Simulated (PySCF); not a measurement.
C₄H₄, SMILES C=C=C=C.

Coordinates come from a B3LYP-D3(BJ)/def2-SVP optimisation.

Level of theory: B3LYP-D3(BJ)/def2-SVP (PySCF 2.14.0).

Harmonic, unscaled wavenumbers; measured fundamentals usually lie a few per cent lower.

```
mode  ν (cm⁻¹)  IR (km/mol)  Raman (Å⁴/amu)  depolarisation  moving atoms (share of kinetic energy)
----  --------  -----------  --------------  --------------  --------------------------------------
1          223          6.4             0.0               –                          C 64 %, H 36 %
2          239          5.1             0.0               –                          C 81 %, H 19 %
3          366          0.0             1.3            0.75                          C 78 %, H 22 %
4          592          0.0             6.3            0.75                                  C 93 %
5          767          0.0             0.0               –                                 H 100 %
6          876          0.0             5.7            0.75                          H 73 %, C 27 %
7          880         85.8             0.0               –                          H 73 %, C 27 %
8          909          0.0            83.3            0.30                          C 78 %, H 22 %
9         1003          0.0             0.1            0.75                          H 66 %, C 34 %
10        1018          0.1             0.0               –                          H 67 %, C 33 %
11        1377          0.1             0.0               –                          H 90 %, C 10 %
12        1441          0.0            41.5            0.63                          H 82 %, C 18 %
13        1698         18.3             0.0               –                                  C 93 %
14        2216          0.0           153.0            0.32                                  C 99 %
15        3114          0.0           472.8            0.13                                  H 95 %
16        3116          3.9             0.0               –                                  H 95 %
17        3202          2.0             0.2            0.75                          H 89 %, C 11 %
18        3203          0.0           315.8            0.75                          H 89 %, C 11 %
```
